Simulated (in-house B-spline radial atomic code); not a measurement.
# Ionising Ir VI (Ir5+) with different functionals

Computed with a B-spline radial code for spherical atoms: scalar-relativistic (spin-free X2C) Hamiltonian, Fermi nucleus of rms radius 5.4032 fm, spin-polarised at highest spin, spherical fractional occupations for the functionals, the average over the highest-spin determinants for Hartree-Fock. The ionisation energy is the difference of two self-consistent energies, [Xe] 4f14 5d4 → [Xe] 4f14 5d3, without Breit or QED terms; ε is the level of the shell that loses the electron (its least bound occupied spin orbital). There is no spin-orbit coupling in this Hamiltonian.

Hybrids are left out here: with spherical fractional occupations of an open shell their exact exchange keeps a self-interaction that integer-occupation calculations don't have.

```csv
method,rung,ΔSCF (eV),-ε(5d) (eV)
Hartree-Fock,Hartree-Fock,73.09,73.77
LDA VWN5,LDA,74.02,66.52
LDA PW92,LDA,74.01,66.51
LDA exchange-only,LDA,72.63,65.18
PBE,GGA,73.87,66.39
PBEsol,GGA,73.89,66.40
BLYP,GGA,73.57,66.06
RPBE,GGA,?,?
PW91,GGA,73.94,66.46
BP86,GGA,73.90,66.41
AM05,GGA,?,?
OLYP,GGA,74.11,66.59
TPSS,meta-GGA,73.85,66.38
SCAN,meta-GGA,74.16,66.74
r2SCAN,meta-GGA,74.20,66.79
revTPSS,meta-GGA,73.86,66.39
```

Task: What does RPBE give?

Result: ΔSCF 73.82 eV, and -ε(5d) = 66.34 eV.

Task: What does AM05 give?

Result: ΔSCF 73.87 eV, and -ε(5d) = 66.38 eV.

Task: How do they compare with the NIST value?

Result: NIST lists 72 eV ± 2 (tabulated theory, ground level to ground level). Errors run from +0.63 to +2.20 eV; all lie within about twice that uncertainty, so the table can't rank the methods. Hartree-Fock also lacks correlation.
